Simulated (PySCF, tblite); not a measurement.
Isomers of C7H6NO (doublet state), one GFN2-xTB conformer each. Single-point energies are computed at B3LYP/pcH-1 (PySCF, gas phase, no added dispersion term), electronic only. GFN2-xTB treats the open shell by occupation alone, and not every SCF solution was tested for stability.

Question: Rank them by B3LYP/pcH-1 energy, lowest first (kcal/mol).
A. `[N:1]#[C:2][CH2:3][O:4][C@@H:5]1[CH2:6][C@@:7]12[C:8]=[CH:9]2` (doublet state) with C2–C3–O4–C5 73°, C3–O4–C5–C6 -85°
B. `[NH:1][c:2]1[cH:3][cH:4][cH:5][c:6]([CH:7]=[O:8])[cH:9]1` (doublet state) with H–N1–C2–C3 180°, C5–C6–C7–O8 0°
C. `[N:1]#[C:2][C:3]1[CH2:4][CH:5]=[CH:6][C:7](=[O:8])[CH2:9]1` (doublet state) with C2–C3–C4–C5 -134°, C3–C4–C5–C6 -8°, C5–C6–C7–O8 165°, C6–C7–C9–C3 43°

Answer: B (0.0), C (13.6), A (133.6).

As drawn, the lowest has an N–H bond, which the highest lacks; the highest has a three-membered ring and a quaternary carbon, which the lowest lacks. GFN2-xTB itself gives, in the same order: 0.0, 9.3, 113.2. Both levels put the same isomer lowest; measured from each level's own lowest isomer, the values differ by up to 20.4 kcal/mol (N#CCO[C@@H]1C[C@@]12[C]=C2: 113.2 against 133.6).

Q: What happens when harmonic zero-point energies from GFN2-xTB frequencies are added?

A: 
```tsv
SMILES	ZPE (kcal/mol)	electronic (kcal/mol)	with ZPE (kcal/mol)
[NH]c1cccc(C=O)c1	68.2	0.0	0.0
N#C[C]1CC=CC(=O)C1	68.4	13.6	13.8
N#CCO[C@@H]1C[C@@]12[C]=C2	66.3	133.6	131.7
```

The zero-point energies span 2.1 kcal/mol. The order is unchanged.
